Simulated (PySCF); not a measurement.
## Si(vinyl)3(SiMe3): computed shieldings and shifts

Si(vinyl)3(SiMe3), C9H18Si2, point group C1.

Bonds: Si1-C2, Si1-C7, Si1-C12, Si1-Si17, C2-C3, C7-C8, C12-C13, Si17-C18, Si17-C19, Si17-C20. C2 carries H4; C3 carries H5, H6; C7 carries H9; C8 carries H10, H11; C12 carries H14; C13 carries H15, H16; C18 carries H21, H22, H23; C19 carries H24, H25, H26; C20 carries H27, H28, H29.

GIAO calculations in PySCF 2.14.0 with density-fitted response routines on the PBE0-D3(BJ)/def2-SVP structure: isolated species, non-relativistic, equivalent atoms averaged; basis pcSseg-1.

Task: Give the isotropic shieldings (ppm) with B3LYP, PBE0.

Result: 
```
                              atoms                           environment  B3LYP   PBE0
                               Si17             silicon bonded to 3 C, Si  355.1  371.3
                                Si1             silicon bonded to 3 C, Si  364.6  380.1
                          C3/C8/C13               carbon bonded to C, 2 H   34.5   38.2
                          C2/C7/C12             carbon bonded to C, Si, H   36.0   42.3
                        C18/C19/C20              carbon bonded to Si, 3 H  181.5  186.8
                          H4/H9/H14  hydrogen on a carbon bonded to C, Si  25.07  24.86
              H5/H6/H10/H11/H15/H16      hydrogen on a carbon bonded to C  25.24  24.98
H21/H22/H23/H24/H25/H26/H27/H28/H29     hydrogen on a carbon bonded to Si  31.26  31.14
                 HOMO–LUMO gap (eV)                                     –   6.00   6.36
```

Task: And the chemical shifts, against references computed in the same way?

Result: 
| atoms | nucleus, reference | B3LYP | PBE0 |
| --- | --- | --- | --- |
| Si17 | 29Si, TMS | -17.2 | -19.3 |
| Si1 | 29Si, TMS | -26.8 | -28.1 |
| C3/C8/C13 | 13C, TMS | 144.8 | 146.2 |
| C2/C7/C12 | 13C, TMS | 143.2 | 142.1 |
| C18/C19/C20 | 13C, TMS | -2.2 | -2.4 |
| H4/H9/H14 | 1H, TMS | 6.31 | 6.41 |
| H5/H6/H10/H11/H15/H16 | 1H, TMS | 6.14 | 6.28 |
| H21/H22/H23/H24/H25/H26/H27/H28/H29 | 1H, TMS | 0.12 | 0.13 |

Task: Which part of the shielding of Si17 depends on the functional?

Result: Diamagnetic: B3LYP 885, PBE0 885 ppm; paramagnetic: B3LYP -530, PBE0 -513 ppm. The diamagnetic part, set mainly by inner electrons, hardly moves; the paramagnetic part goes with low-lying magnetically allowed excitations and carries the spread.
